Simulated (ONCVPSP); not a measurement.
## Before and after: ONCV potential for Os (Z = 76)

osmium, optimised norm-conserving Vanderbilt (ONCV), made with ONCVPSP 4.0.1 (PBE, fully relativistic). Core [Kr] 4d10 4f14, reference 5s2 5p6 5d7 6s1. Waves: 5s+6s: rc 1.50 bohr, ncon 4, nbas 9, qcut 7.5 1/bohr, 2 projectors; 5p: rc 1.75 bohr, ncon 3, nbas 6, qcut 8 1/bohr, 2 projectors, debl 2.7 Ha; 5d: rc 1.80 bohr, ncon 3, nbas 6, qcut 6.2 1/bohr, 1 projector. Local part: polynomial inside 1.05 bohr (lpopt 5, dvloc0 0 Ha). Core correction: Teter function fitted to the true core (icmod 2), fcfact 0.55.

Open shells are filled in proportion to 2j + 1.

Change: s: qcut 6.2; p: qcut 6.6; d: qcut 5.1.

Cutoffs: the cutoffs (Ha) at which the residual kinetic energy of the hardest occupied pseudo-wave falls to 1 and 0.1 mHa per electron; they do not see the model core or the augmentation charge, which bear on the density cutoff. Errors are all-electron minus pseudo energies relative to the spin-unpolarised reference configuration.

Question: How do hardness, ghosts and transferability respond?

Answer: The potential gets neither clearly harder nor softer (23 Ha and 27 Ha → 21 Ha and 91 Ha); of the 4 tests that both files solve, the error grows in 2 and shrinks in 2 by more than 15 % and 0.3 meV (median size 2.1 → 1.2 meV); the range in which the d3/2 phases agree widens (upper end 2.7 → at the end of the scan); neither file shows a bound ghost.

```tsv
quantity	base	changed
cutoff, loose	23 Ha	21 Ha
cutoff, tight	27 Ha	91 Ha
loose cutoff by channel	s 23 Ha, p 18 Ha, d 16 Ha	s 19 Ha, p 15 Ha, d 21 Ha
bound ghosts	none	none
GHOST(+) flags under 300 eV	s at 85.9 eV, p3/2 at 227.5 eV	s at 71.0 eV, p3/2 at 212.9 eV
error for 5s2 5p6 5d6 6s2, meV [ΔE -0.31 eV]	-2.1	-3.5
error for 5s2 5p6 5d6 6s1, meV [ΔE 9.28 eV]	+0.1	-1.8
error for 5s2 5p6 5d6 6s0, meV [ΔE 26.20 eV]	+3.6	-0.4
error for 5s2 5p6 5d6 6s0 6p1, meV [ΔE 15.35 eV]	+2.0	-0.5
s: phases at 1.52 bohr within 0.05 rad from the reference energy up to (Ha; the scan ends near 5)	2.3	1.8
p3/2: phases at 1.78 bohr within 0.05 rad from the reference energy up to (Ha; the scan ends near 5)	to the end of the scan	to the end of the scan
p1/2: phases at 1.78 bohr within 0.05 rad from the reference energy up to (Ha; the scan ends near 5)	to the end of the scan	to the end of the scan
d5/2: phases at 1.82 bohr within 0.05 rad from the reference energy up to (Ha; the scan ends near 5)	2.6	3.4
d3/2: phases at 1.82 bohr within 0.05 rad from the reference energy up to (Ha; the scan ends near 5)	2.7	to the end of the scan
rms error of d²Exc/dni dnj with the model core, mHa	3.31	3.10
```

Base: These tests converged, but a pseudo level misses the all-electron one widely, so the file describes the atom poorly there or has found another state: 5s2 5p6 5d6 6s0 6p1: empty 6s by 6.7 eV. Changed file: These tests converged, but a pseudo level misses the all-electron one widely, so the file describes the atom poorly there or has found another state: 5s2 5p6 5d6 6s0 6p1: empty 6s by 6.7 eV.
